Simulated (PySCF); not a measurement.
CH3F3Ti, multiplicity 1. Atoms are numbered in the order given.

```xyz
8

Ti     0.0000     0.0000    -0.1085
F      1.4419     0.8325    -0.5921
F     -1.4419     0.8325    -0.5921
F      0.0000    -1.6649    -0.5921
C      0.0000     0.0000     1.9219
H      0.9027    -0.5212     2.2804
H     -0.9027    -0.5212     2.2804
H      0.0000     1.0424     2.2804
```

Coordinates come from a PBE0-D3(BJ)/def2-SVP optimisation. The multiplicity is an assumed one; no other spin state was optimised. The structure was generated by enumeration; whether it is a known compound was not checked.

The numbers are results of TDA-PBE/def2-SVPD (PySCF), not measurements.

Vertical excitations; the highest root listed may be one member of a degenerate set. Gas-phase values at a fixed geometry. State labels are in the subgroup Cs.

```csv
state,symmetry,energy (eV),λ (nm),f,main pairs
S1,A',3.92,317,0.001,HOMO→LUMO+1 (degenerate set)
S2,A",3.92,317,0.001,HOMO→LUMO (degenerate set)
S3,A",5.41,229,0.004,HOMO→LUMO+3 (degenerate set)
S4,A',5.41,229,0.004,HOMO→LUMO+2 (degenerate set)
S5,A',6.41,194,0.005,"HOMO→LUMO+4 32 %, HOMO−1→LUMO 25 %, HOMO−2→LUMO+1 25 %, HOMO→LUMO+5 11 %"
S6,A",6.44,192,0.000,"HOMO−2→LUMO 50 %, HOMO−1→LUMO+1 50 %"
S7,A',6.51,190,0.003,"HOMO−2→LUMO+1, HOMO−1→LUMO, HOMO−3→LUMO (degenerate set)"
S8,A",6.51,190,0.003,"HOMO−2→LUMO, HOMO−1→LUMO+1, HOMO−3→LUMO+1 (degenerate set)"
S9,A",6.67,186,0.009,HOMO−3→LUMO+1 (degenerate set)
S10,A',6.67,186,0.009,HOMO−3→LUMO (degenerate set)
T1,A',3.49,355,0,HOMO→LUMO+1 (degenerate set)
T2,A",3.49,355,0,HOMO→LUMO (degenerate set)
T3,A',4.90,253,0,HOMO→LUMO+4 99 %
T4,A",5.04,246,0,HOMO→LUMO+3 100 %
```
Triplets are in the Tamm–Dancoff approximation.
